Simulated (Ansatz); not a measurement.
One change: `C[N]([GaH2])CF` becomes `CN(C#N)CF`.

Ansatz, PBE0-D4/def2-TZVP geometries, multiplicity 1. Each molecule was computed in one conformer, which needn't be the lowest.

Scalar relativity is left out up to krypton.

| property | `C[N]([GaH2])CF` |
| --- | --- |
| HOMO–LUMO gap (PBE/def2-TZVPP) / eV | 3.99 |
| LUMO energy (PBE0/def2-TZVPP) / eV | -1.17 |
| HOMO–LUMO gap (ωB97M-V/def2-TZVPP) / eV | 9.94 |
| size of the dipole moment (B3LYP/def2-TZVPP) / D | 1.78 |
| ideal-gas entropy at 298 K and 1 bar (rigid rotor, harmonic PBE0-D4/def2-TZVP) / J/(mol·K) | 352 |
| HOMO energy (ωB97M-V/def2-TZVPP) / eV | -9.44 |

(1) Give the same properties after the change, and the shifts. (An estimate is asked.)

## Answers

(1) Computed: 
| property | `CN(C#N)CF` | shift |
| --- | --- | --- |
| HOMO–LUMO gap (PBE/def2-TZVPP) / eV | 6.03 | 2.04 |
| LUMO energy (PBE0/def2-TZVPP) / eV | 0.74 | 1.91 |
| HOMO–LUMO gap (ωB97M-V/def2-TZVPP) / eV | 12.36 | 2.42 |
| size of the dipole moment (B3LYP/def2-TZVPP) / D | 4.53 | 2.75 |
| ideal-gas entropy at 298 K and 1 bar (rigid rotor, harmonic PBE0-D4/def2-TZVP) / J/(mol·K) | 336 | -16 |
| HOMO energy (ωB97M-V/def2-TZVPP) / eV | -10.02 | -0.58 |

With PBE0 the HOMO falls by 0.61 eV and the LUMO rises by 1.91 eV, so the gap widens by about 2.52 eV. PBE moves the HOMO by -0.51 eV and ωB97M-V by -0.58 eV. The zero-point energy changes by -11.5 kJ/mol with -3 modes. Dipoles are sizes alone; their direction can turn.

Positive LUMOs are unbound, so they and the gaps depend on the basis.

B3LYP here is the variant with VWN-RPA as its local correlation; programs differ in this.
